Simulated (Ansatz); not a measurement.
Harmonic frequencies (cm⁻¹) at PBE0-D4/def2-TZVP from Ansatz: 96, 143, 211, 281, 345, 352, 384, 468, 520, 585, 687, 770, 814, 898, 925, 973, 1043, 1176, 1276, 1462, 1834, 1849, 2440, 2494, 2622, 3111, 3185.

Each molecule was computed in one conformer, which needn't be the lowest.

Task: Which molecule is it?
A. `C=C(F)[SiH](O)F`
B. `O[SiH2][SiH2][SnH3]`
C. `BB[CH2][InH2]`
D. `OC1=NCC1`

Result: C.
